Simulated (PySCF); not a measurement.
# Shapes and spin states of WCl₃

All numbers come from PBE0/[W def2-TZVP with ECP60, Cl def2-TZVP], scalar-relativistic core potentials, density fitting, no spin–orbit coupling, PySCF.

Relaxations began from a few typed shapes and spin states; open shells are unrestricted. The search is not exhaustive: other isomers or separated fragments can lie lower, and high-lying points may rest on an excited occupation.

```tsv
spin	group	bonds	angles	imaginary modes (cm⁻¹)	ΔE (kJ/mol)	ΔE with ZPE (kJ/mol)
quartet	D3h	W–Cl 2.249 Å (×3)	Cl–W–Cl 120.0° (×3)	none	0.0	0.0
broken-symmetry Ms = 1/2 (⟨S²⟩ 1.62)	Cs	W–Cl 2.228 Å, W–Cl 2.235 Å (×2)	Cl–W–Cl 116.3°, Cl–W–Cl 121.7° (×2)	none	60.5	60.4
doublet	C2v	W–Cl 2.200 Å, W–Cl 2.218 Å (×2)	Cl–W–Cl 108.4°, Cl–W–Cl 125.8° (×2)	none	87.2	87.2
broken-symmetry Ms = 1/2 (⟨S²⟩ 1.76)	Cs	W–Cl 2.251 Å, W–Cl 2.267 Å, W–Cl 2.269 Å	Cl–W–Cl 93.1°, Cl–W–Cl 117.4°, Cl–W–Cl 149.6°	none	144.9	144.4
broken-symmetry Ms = 1/2 (⟨S²⟩ 1.76)	C2v	W–Cl 2.260 Å, W–Cl 2.265 Å (×2)	Cl–W–Cl 102.2° (×2), Cl–W–Cl 155.7°	35i	145.3	–
```

The lowest minimum found is the quartet D3h: W–Cl 2.249 Å (×3); Cl–W–Cl 120.0° (×3).

Formally W is in oxidation state +3, d3, with 3 unpaired electrons (the high-spin count). The Mulliken spin on W is 2.97. The polar-tensor charge on W, 1.42, is far below the formal one.

For the lowest minimum: open d and f shells are described by one determinant, and the ground state may have another occupation or spin. No spin–orbit coupling is included, which matters more the heavier the element.
